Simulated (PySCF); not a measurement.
Polarisability and C₆ of Pd⁺ (palladium, charge +1)

[Kr] 4d9, 2D determinant. Calculation: PySCF 2.14, in aug-cc-pVTZ-PP with ECP28MDF; a scalar-relativistic core potential. Coupled (time-dependent) response in atomic units; α is the mean over directions.

```json
{"method": "BLYP", "mean α (bohr³)": "12.13", "α xx, yy, zz": "11.90, 11.90, 12.58", "C₆ (like pair)": "74.05", "S(−4)": "61.54"}
```

S(−4) is the Cauchy moment in α(ω) = α(0) + S(−4) ω² + …

Spin-orbit coupling is absent.

α(iu) at BLYP:

```csv
u (hartree),α(iu) (bohr³)
0,12.13
0.0500,11.98
0.100,11.57
0.200,10.33
0.300,9.045
0.500,7.074
0.750,5.448
1.00,4.319
1.50,2.875
2.00,2.035
3.00,1.158
5.00,0.5076
```

A single London oscillator, α(iu) = α/(1 + u²/ω²), gives C₆ = (3/4) ω α². Matching the computed C₆ needs ω = 4 × 74.05 / (3 × 12.13²) = 0.671 hartree.

For an ion, C₆ is the dispersion term alone; charge-induced terms of lower order in 1/R come first.

The components differ because the open shell of this determinant is not spherical; for a pure term their mean is the scalar polarisability.

Energies and moments cover only the electrons outside the core potential.
